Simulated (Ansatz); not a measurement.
`BS[SiH2][SiH2]C`. The species carries charge 0 and has multiplicity 1. The structure was optimised at the PBE0-D4/def2-TZVP level. It is one conformer, not always the lowest.

```xyz
14

B     1.934   -0.939   -1.721
S     0.865   -1.989   -0.773
Si    0.747   -0.871    1.082
Si   -0.457    1.100    0.707
C    -2.129    0.697   -0.036
H     2.195   -1.297   -2.828
H     2.375    0.074   -1.268
H     0.034   -1.766    2.035
H     2.123   -0.637    1.593
H    -0.609    1.833    1.997
H     0.338    1.956   -0.217
H    -2.686    1.611   -0.253
H    -2.723    0.089    0.650
H    -2.008    0.139   -0.967
```

Q: What is the dipole moment at ωB97M-V/def2-TZVPP? (Best estimate.)

A: Ansatz gave: 1.41 D, with components (-1.02, 0.74, 0.63) D in this frame, pointing from negative to positive charge.

Q: And with PBE, r2SCAN, B3LYP? (An estimate is asked.)

A: Ansatz gave: PBE 1.47 D, r2SCAN 1.43 D, B3LYP 1.41 D.

Q: Give the Mulliken charges with ωB97M-V, B3LYP, PBE in def2-TZVPP. (An estimate is asked.)

A: The calculation gave: 
```json
{"atom": "B1", "ωB97M-V": "-0.16", "B3LYP": "-0.06", "PBE": "-0.04"}
{"atom": "S2", "ωB97M-V": "-0.16", "B3LYP": "-0.20", "PBE": "-0.16"}
{"atom": "Si3", "ωB97M-V": "0.13", "B3LYP": "0.25", "PBE": "0.19"}
{"atom": "Si4", "ωB97M-V": "0.14", "B3LYP": "0.23", "PBE": "0.17"}
{"atom": "C5", "ωB97M-V": "-0.44", "B3LYP": "-0.38", "PBE": "-0.36"}
{"atom": "H6", "ωB97M-V": "0.09", "B3LYP": "0.05", "PBE": "0.03"}
{"atom": "H7", "ωB97M-V": "0.07", "B3LYP": "0.04", "PBE": "0.02"}
{"atom": "H8", "ωB97M-V": "-0.01", "B3LYP": "-0.06", "PBE": "-0.05"}
{"atom": "H9", "ωB97M-V": "0.00", "B3LYP": "-0.05", "PBE": "-0.04"}
{"atom": "H10", "ωB97M-V": "-0.03", "B3LYP": "-0.07", "PBE": "-0.06"}
{"atom": "H11", "ωB97M-V": "-0.02", "B3LYP": "-0.06", "PBE": "-0.05"}
{"atom": "H12", "ωB97M-V": "0.13", "B3LYP": "0.11", "PBE": "0.11"}
{"atom": "H13", "ωB97M-V": "0.13", "B3LYP": "0.11", "PBE": "0.11"}
{"atom": "H14", "ωB97M-V": "0.13", "B3LYP": "0.11", "PBE": "0.12"}
```

B3LYP here is the variant with VWN-RPA as its local correlation; programs differ in this.
